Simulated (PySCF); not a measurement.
A series of related molecules.

All values: PBE0/pcSseg-1 (PySCF) at GFN2-xTB geometries, gas phase, one conformer each.

Task: Rank by the lowest Hirshfeld charge on any atom, lowest value first.
A. `C/C(=C/SC)C[SiH2]N=C`
B. `CS/C=C(\C)C[SiH2]C(=O)O`
C. `CS/C=C(\C)C[SiH2]CC#N`
D. `CS/C=C(/C)C[SiH2]Cl`

Result: B (-0.260 e), C (-0.239 e), A (-0.229 e), D (-0.162 e).

Task: Rank by dipole moment, lowest first.
A. `[CH3:1][S:2]/[CH:3]=[C:4](\[CH3:5])[CH2:6][SiH2:7][PH2:8]` with C1–S2–C3–C4 -160°, C3–C4–C6–Si7 -89°, C4–C6–Si7–P8 44°, C6–Si7–P8–H -86° and -179°
B. `[CH3:1][NH:2][SiH2:3][CH2:4]/[C:5]([CH3:6])=[CH:7]\[S:8][CH3:9]` with C1–N2–Si3–C4 60°, N2–Si3–C4–C5 -176°, Si3–C4–C5–C6 -80°, C5–C7–S8–C9 167°
C. `[CH2:1]=[N:2][SiH2:3][CH2:4]/[C:5]([CH3:6])=[CH:7]\[S:8][CH3:9]` with C1–N2–Si3–C4 -115°, N2–Si3–C4–C5 -174°, Si3–C4–C5–C6 85°, C5–C7–S8–C9 -164°
D. `[CH3:1][S:2]/[CH:3]=[C:4](/[CH3:5])[CH2:6][SiH2:7][Cl:8]` with C1–S2–C3–C4 172°, C3–C4–C6–Si7 87°, C4–C6–Si7–Cl8 67°
E. `[CH3:1][S:2]/[CH:3]=[C:4](\[CH3:5])[CH2:6][SiH2:7][CH2:8][C:9]#[N:10]` with C1–S2–C3–C4 -173°, C3–C4–C6–Si7 97°, C4–C6–Si7–C8 -47°, C6–Si7–C8–C9 -53°
F. `[CH3:1][S:2]/[CH:3]=[C:4](/[CH3:5])[CH2:6][SiH3:7]` with C1–S2–C3–C4 -171°, C3–C4–C6–Si7 -92°

Result: B (0.42 D), A (0.83 D), C (1.25 D), F (1.60 D), D (2.26 D), E (2.62 D).

All values together:

```
                 SMILES                       change     formula  μ (D)  HOMO (eV)  LUMO (eV)  lowest IAO charge (e)  highest IAO charge (e)  lowest Hirshfeld charge (e)  highest Hirshfeld charge (e)
      CS/C=C(/C)C[SiH3]                       parent    C5H12SSi   1.60      -5.73       0.40             -0.539 (C)             +0.607 (Si)                   -0.158 (C)                   +0.310 (Si)
  CS/C=C(\C)C[SiH2]CC#N    H on Si replaced by CH2CN   C7H13NSSi   2.62      -5.80       0.14             -0.580 (C)             +0.781 (Si)                   -0.239 (N)                   +0.365 (Si)
    CS/C=C(\C)C[SiH2]CF     H on Si replaced by CH2F   C6H13FSSi   0.75      -5.72       0.22             -0.530 (C)             +0.748 (Si)                   -0.153 (C)                   +0.342 (Si)
    CN[SiH2]C/C(C)=C\SC    H on Si replaced by NHCH3   C6H15NSSi   0.42      -5.63       0.54             -0.674 (N)             +0.891 (Si)                   -0.247 (N)                   +0.359 (Si)
     CS/C=C(\C)C[SiH2]S       H on Si replaced by SH   C5H12S2Si   2.24      -5.95       0.04             -0.532 (C)             +0.696 (Si)                   -0.165 (S)                   +0.321 (Si)
     CS/C=C(\C)C[SiH2]P      H on Si replaced by PH2   C5H13PSSi   0.83      -5.77       0.10             -0.526 (C)             +0.577 (Si)                   -0.155 (C)                   +0.286 (Si)
    CS/C=C(/C)C[SiH2]Cl       H on Si replaced by Cl  C5H11ClSSi   2.26      -5.86       0.29             -0.553 (C)             +0.810 (Si)                   -0.162 (C)                   +0.346 (Si)
CS/C=C(\C)C[SiH2]C(=O)O     H on Si replaced by COOH  C6H12O2SSi   0.89      -5.65      -0.52             -0.530 (C)             +0.715 (Si)                   -0.260 (O)                   +0.342 (Si)
   C=C[SiH2]C/C(C)=C/SC    H on Si replaced by vinyl    C7H14SSi   1.50      -5.67      -0.35             -0.530 (C)             +0.758 (Si)                   -0.156 (C)                   +0.338 (Si)
   C#C[SiH2]C/C(C)=C/SC  H on Si replaced by ethynyl    C7H12SSi   1.39      -5.66      -0.03             -0.527 (C)             +0.779 (Si)                   -0.153 (C)                   +0.361 (Si)
   C=N[SiH2]C/C(C)=C\SC    H on Si replaced by N=CH2   C6H13NSSi   1.25      -5.72      -0.73             -0.546 (C)             +0.891 (Si)                   -0.229 (N)                   +0.362 (Si)
```

Conformers: `[CH3:1][S:2]/[CH:3]=[C:4](/[CH3:5])[CH2:6][SiH3:7]` with C1–S2–C3–C4 -171°, C3–C4–C6–Si7 -92°; `[CH3:1][S:2]/[CH:3]=[C:4](\[CH3:5])[CH2:6][SiH2:7][CH2:8][C:9]#[N:10]` with C1–S2–C3–C4 -173°, C3–C4–C6–Si7 97°, C4–C6–Si7–C8 -47°, C6–Si7–C8–C9 -53°; `[CH3:1][S:2]/[CH:3]=[C:4](\[CH3:5])[CH2:6][SiH2:7][CH2:8][F:9]` with C1–S2–C3–C4 169°, C3–C4–C6–Si7 94°, C4–C6–Si7–C8 -52°, C6–Si7–C8–F9 -58°; `[CH3:1][NH:2][SiH2:3][CH2:4]/[C:5]([CH3:6])=[CH:7]\[S:8][CH3:9]` with C1–N2–Si3–C4 60°, N2–Si3–C4–C5 -176°, Si3–C4–C5–C6 -80°, C5–C7–S8–C9 167°; `[CH3:1][S:2]/[CH:3]=[C:4](\[CH3:5])[CH2:6][SiH2:7][SH:8]` with C1–S2–C3–C4 -173°, C3–C4–C6–Si7 97°, C4–C6–Si7–S8 -51°, C6–Si7–S8–H 31°; `[CH3:1][S:2]/[CH:3]=[C:4](\[CH3:5])[CH2:6][SiH2:7][PH2:8]` with C1–S2–C3–C4 -160°, C3–C4–C6–Si7 -89°, C4–C6–Si7–P8 44°, C6–Si7–P8–H -86° and -179°; `[CH3:1][S:2]/[CH:3]=[C:4](/[CH3:5])[CH2:6][SiH2:7][Cl:8]` with C1–S2–C3–C4 172°, C3–C4–C6–Si7 87°, C4–C6–Si7–Cl8 67°; `[CH3:1][S:2]/[CH:3]=[C:4](\[CH3:5])[CH2:6][SiH2:7][C:8](=[O:9])[OH:10]` with C1–S2–C3–C4 -175°, C3–C4–C6–Si7 91°, C4–C6–Si7–C8 -63°, C6–Si7–C8–O9 -26°, Si7–C8–O10–H 179°; `[CH2:1]=[CH:2][SiH2:3][CH2:4]/[C:5]([CH3:6])=[CH:7]/[S:8][CH3:9]` with C1–C2–Si3–C4 121°, C2–Si3–C4–C5 56°, Si3–C4–C5–C6 82°, C5–C7–S8–C9 166°; `[CH:1]#[C:2][SiH2:3][CH2:4]/[C:5]([CH3:6])=[CH:7]/[S:8][CH3:9]` with C2–Si3–C4–C5 -61°, Si3–C4–C5–C6 -84°, C5–C7–S8–C9 -168°; `[CH2:1]=[N:2][SiH2:3][CH2:4]/[C:5]([CH3:6])=[CH:7]\[S:8][CH3:9]` with C1–N2–Si3–C4 -115°, N2–Si3–C4–C5 -174°, Si3–C4–C5–C6 85°, C5–C7–S8–C9 -164°.

Task: Give the shifts from the parent, `CS/C=C(/C)C[SiH3]`.

Result: 
```tsv
SMILES	change in μ (D)	change in HOMO (eV)	change in LUMO (eV)
CS/C=C(\C)C[SiH2]CC#N	+1.02	-0.07	-0.26
CS/C=C(\C)C[SiH2]CF	-0.85	+0.01	-0.18
CN[SiH2]C/C(C)=C\SC	-1.18	+0.10	+0.14
CS/C=C(\C)C[SiH2]S	+0.64	-0.22	-0.36
CS/C=C(\C)C[SiH2]P	-0.77	-0.04	-0.30
CS/C=C(/C)C[SiH2]Cl	+0.66	-0.13	-0.11
CS/C=C(\C)C[SiH2]C(=O)O	-0.71	+0.08	-0.92
C=C[SiH2]C/C(C)=C/SC	-0.10	+0.06	-0.75
C#C[SiH2]C/C(C)=C/SC	-0.21	+0.07	-0.43
C=N[SiH2]C/C(C)=C\SC	-0.35	+0.01	-1.13
```
